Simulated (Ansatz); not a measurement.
Consider the ligand exchange at the Al–Se bond: `[OH][Al]([F])[SeH]` + H–F → `[OH][Al]([F])[F]` + H₂Se.

Gas-phase electronic energies from Ansatz, PBE0-D4/def2-TZVP geometries. CBS: MP2 limit from def2 TZ/QZ plus the TZ coupled-cluster correction, frozen cores. This one scheme is used for every species. DFT in def2-TZVPP. B3LYP here is the variant with VWN-RPA as its local correlation; programs differ in this. HSE06 is defined as in plane-wave codes. For Se outer-core shells are correlated without core-valence functions, which leaves a few kJ/mol of doubt a bond. Scalar relativity is left out up to krypton. One conformer a species, not always the lowest.

```csv
level,ΔE (kJ/mol),difference from CCSD(T)/CBS
LDA (SPW92),-53.2,5.1
PBE-D4,-52.5,5.8
revPBE-D4,-52.7,5.6
BLYP-D4,-67.4,-9.1
r2SCAN-D4,-61.8,-3.5
B97M-V,-70.2,-11.9
PBE0-D4,-51.2,7.1
B3LYP-D4,-65.3,-7.0
r2SCANh-D4,-60.5,-2.2
HSE06-D4,-50.5,7.8
BHLYP-D4,-64.7,-6.4
CAM-B3LYP-D4,-70.6,-12.3
ωB97M-V,-62.7,-4.4
B2PLYP,-68.3,-10.0
PBE-QIDH,-55.5,2.8
PBE,-55.8,2.5
revPBE,-56.8,1.5
BLYP,-73.7,-15.4
r2SCAN,-62.6,-4.3
PBE0,-54.2,4.1
B3LYP,-70.9,-12.6
r2SCANh,-61.4,-3.1
r2SCAN0,-59.7,-1.4
HSE06,-53.6,4.7
BHLYP,-71.2,-12.9
CAM-B3LYP,-74.0,-15.7
LC-ωPBE,-62.6,-4.3
RPA@PBE/def2-TZVPP,-65.7,-7.4
MP2/def2-SVP,-71.5,-13.2
CCSD/def2-SVP,-75.4,-17.1
CCSD(T)/def2-SVP,-73.7,-15.4
HF/def2-TZVPP,-72.9,-14.6
MP2/def2-TZVPP,-59.9,-1.6
SCS-MP2/def2-TZVPP,-66.2,-7.9
CCSD(T)/def2-TZVPP,-62.5,-4.2
HF/def2-QZVPP,-76.0,-17.7
MP2/def2-QZVPP,-58.5,-0.2
SCS-MP2/def2-QZVPP,-65.0,-6.7
HF/CBS(def2),-76.4,-18.1
MP2/CBS(def2),-55.7,2.6
CCSD(T)/CBS,-58.3,0
```

Largest T1 diagnostic among the species: 0.013.

Leaving LDA and LC-ωPBE aside and taking each functional with its dispersion term where it has one, the values spread over 20.1 kJ/mol, from CAM-B3LYP-D4 to HSE06-D4. The D4 term adds +5.6 kJ/mol with B3LYP and +3.1 kJ/mol with PBE0; it sums over pairs of atoms, weighted by their polarisabilities, and B3LYP, whose exchange is more repulsive, gets the larger term. At CCSD(T), def2-SVP lies −15.4 kJ/mol from the extrapolated value and def2-TZVPP −4.2 kJ/mol.
